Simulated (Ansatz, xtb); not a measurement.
Relative energy of two isomers of H8N2OSi2

Structure a is `N[SiH2]O[SiH2]N`, a singlet and structure b is `N[Si@H](O)N[SiH3]`, a singlet. Both are isolated molecules in the gas phase, relaxed with B3LYP-D3(BJ)/def2-SVP; each stands in its lowest conformer found.

Q: Estimate E(b) − E(a) at the level CCSD(T)/def2-SVP + ΔMP2/def2-TZVPP.

A: Calculated at CCSD(T)/def2-SVP + ΔMP2/def2-TZVPP: E(b) − E(a) = +9.5 kcal/mol, so structure a lies lower.

How the difference moves with the method:

```csv
level,geometry,E(b) − E(a) (kcal/mol),departure from the last row (kcal/mol),"job, with rough time for the two"
B3LYP-D3(BJ)/def2-SVP,B3LYP-D3(BJ)/def2-SVP,+8.8,−0.7,"optimisation, 3.4 min"
HF/def2-SVP,B3LYP-D3(BJ)/def2-SVP,+11.5,+2.0,part of the CCSD(T) run
MP2/def2-SVP,B3LYP-D3(BJ)/def2-SVP,+8.9,−0.6,part of the CCSD(T) run
CCSD(T)/def2-SVP,B3LYP-D3(BJ)/def2-SVP,+8.8,−0.6,single point
CCSD(T)/def2-SVP + ΔMP2/def2-TZVPP,B3LYP-D3(BJ)/def2-SVP,+9.5,,"single point, 41 s"
```

As drawn, b has 1 N–Si, 1 O–H in place of 1 O–Si, 1 N–H.

The levels shown agree on the order. The largest departure from CCSD(T)/def2-SVP + ΔMP2/def2-TZVPP is that of HF/def2-SVP, 2.0 kcal/mol. A small imaginary or near-zero mode remains, so no thermal terms are given. Levels run at GFN2-xTB geometries aren't shown. The last row adds to CCSD(T) the change of the MP2 difference between the two basis sets, here +0.6 kcal/mol.

The correlated steps freeze 13 core orbitals. Codes used: Ansatz 0.2.0, xtb 6.7.1; the last row on 2 threads of Intel(R) Xeon(R) Processor @ 2.70GHz on a shared host.
